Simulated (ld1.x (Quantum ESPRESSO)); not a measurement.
Values are calculated unless marked as measured or tabulated.
**Potentials for As compared**

Generated with ld1.x 7.5 (TM, RRKJ, ultrasoft, PAW), atompaw 4.2 or ONCVPSP 4.0.1. The cutoff is in Ry: for ld1.x and atompaw files where the sum of valence levels is converged to 10 mRy in a Bessel basis, for ONCV files where the hardest occupied wave has 1 mHa per electron of residual kinetic energy. The error is the largest all-electron minus pseudo excitation energy over each file’s own four to seven test configurations (ionisations up to +4, promotions, holes and added fractions of an electron), all of which were solved. The labels leave out finer settings (local radius, basis sizes, second energies), which also bear on the numbers. Spin-polarised tests are not counted. The rows are a selection from randomly drawn settings: files with unsolved tests, undetermined cutoffs or missed reference levels are left out.

A true bound ghost makes a file unfit for plane-wave use even where its test errors are small: the radial tests pick states by their node count and pass the ghost by.

```csv
potential,cutoff (Ry),largest error (meV),bound ghosts
"TM, PBEsol, scalar-relativistic, rc 1.35/2.15 (sp), local p, core correction yes, reference 4s2 4p3",40,-129,none
"TM, revPBE, fully relativistic, rc 1.95/1.75 (sp), local smoothed, core correction yes, reference 4s2 4p3",25,-66,none
```

Task: Fill in the row for As: ultrasoft, PBE, scalar-relativistic, rc 1.75/1.65/1.05 (spd), local smoothed, core correction yes, reference 3d10 4s1 4p4.

Result: cutoff 140 Ry, largest error -182 meV, bound ghosts: s.

Task: Fill in the row for As: TM, BLYP, scalar-relativistic, rc 1.55/2.20 (sp), local s, core correction yes, reference 4s2 4p2.

Result: cutoff 35 Ry, largest error -69 meV, bound ghosts: none.

Task: Fill in the row for As: ultrasoft, LDA (PZ), scalar-relativistic, rc 1.65/2.35 (sp), local smoothed, core correction no, reference 4s2 4p2.75.

Result: cutoff 12 Ry, largest error +437 meV, bound ghosts: none.
